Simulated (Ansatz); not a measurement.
System: sum formula H2SiO3F, charge -1, multiplicity 1. It need not be the lowest isomer of its formula. Whether it binds its extra electron was not tested at this geometry. 
Geometry from a B3LYP-D3(BJ)/def2-TZVP (Ansatz, an electronic-structure program) optimisation:
```xyz
7

Si    -0.0413     0.1130    -0.0027
F      0.0251    -0.4127     1.5436
O     -0.5517     1.5563    -0.2484
O      1.5408    -0.1816    -0.5066
O     -0.9683    -1.1039    -0.7124
H      1.8549     0.6302    -0.9132
H     -1.6687    -0.6649    -1.2022
```
Charge -1, spin multiplicity 1.

Total electronic energies in hartree. Cores are frozen in the correlated levels unless marked. No spin-orbit coupling. Non-relativistic. Basis-set limits of correlation are two-point, X^-3; Hartree-Fock from the larger set.

```tsv
level	program	energy (Eh)
HF/6-31G	Ansatz	-614.13215
HF/cc-pV(D+d)Z	Ansatz	-614.36830
PBE0-D3(BJ)/def2-TZVPD	Ansatz + dftd3	-616.19620
PBE0-D4/def2-TZVPD	Ansatz + dftd4	-616.19735
BHLYP/def2-TZVPD	Ansatz	-616.50690
PBE-QIDH/def2-TZVPD	Ansatz	-616.07420
MP2/cc-pVTZ	Ansatz	-615.61452
CCSD/STO-3G	Ansatz	-606.36916
CCSD(T)/CBS(aug-cc-pV(T+d)Z,aug-cc-pV(Q+d)Z)	Ansatz	-615.8681
```

Totals of different functionals don't rank their quality; only differences between species are comparable.
